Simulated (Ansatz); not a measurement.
Input for Ansatz (an electronic-structure program): R-CCSD(T)/aug-cc-pVTZ on C2H4 (SMILES C=C).

Ansatz 0.2 input:
```yaml
crystal:
  periodic: [false, false, false]
  atoms:
    - {symbol: C, position_ang: [0.00000000, -0.00000000, 0.66231028]}
    - {symbol: C, position_ang: [0.00000000, -0.00000000, -0.66231028]}
    - {symbol: H, position_ang: [-0.00000000, 0.92156059, 1.23180037]}
    - {symbol: H, position_ang: [-0.00000000, -0.92156059, 1.23180037]}
    - {symbol: H, position_ang: [-0.00000000, 0.92156059, -1.23180037]}
    - {symbol: H, position_ang: [-0.00000000, -0.92156059, -1.23180037]}
basis:
  gaussian:
    orbitals: aug-cc-pVTZ
magnetization: {spin_polarized: false}
correlation: {method: ccsd_t, electrons: outside_noble_gas}
scf: {lower_state_search: off}
```

### Question
What total energy does the run end on?

### Answer
-78.4436 hartree (reference determinant -78.0649, T1 diagnostic 0.011).

### Question
How many basis functions does it have, and what does it roughly cost on one machine?

### Answer
184 functions; very roughly 10 core-seconds.
